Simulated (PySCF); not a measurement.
Cu²⁷⁺ (copper, charge +27) across methods

1s2, closed-shell 1S. All numbers are calculated (PySCF 2.14, scalar relativity by spin-free X2C-1e, in an even-tempered Gaussian basis (17 s from 32 bohr⁻², ratio 2.2; 7 p from 49 bohr⁻², ratio 2.4; 4 d from 150 bohr⁻², ratio 2.4; 3 f from 220 bohr⁻², ratio 2.4; 3 g from 330 bohr⁻², ratio 2.4)).

```
method  E (hartree)  mean ε 1s (eV)  Σ⟨r²⟩ (bohr²)   ⟨S²⟩
   UHF   -832.15194        -11072.3       0.007073  0.000
  PBE0     -831.966        -10933.3       0.007088  0.000
   PBE     -831.889        -10886.7       0.007093  0.000
   LDA     -829.840        -10863.8       0.007109  0.000
r2SCAN     -832.231        -10908.4       0.007081  0.000
 B3LYP     -831.982        -10924.5       0.007088  0.000
```

(1) Estimate the same row for BHandHLYP.

Results:

(1) E (hartree) = -832.158; mean ε 1s (eV) = -10981.4; Σ⟨r²⟩ (bohr²) = 0.007082; ⟨S²⟩ = 0.000.
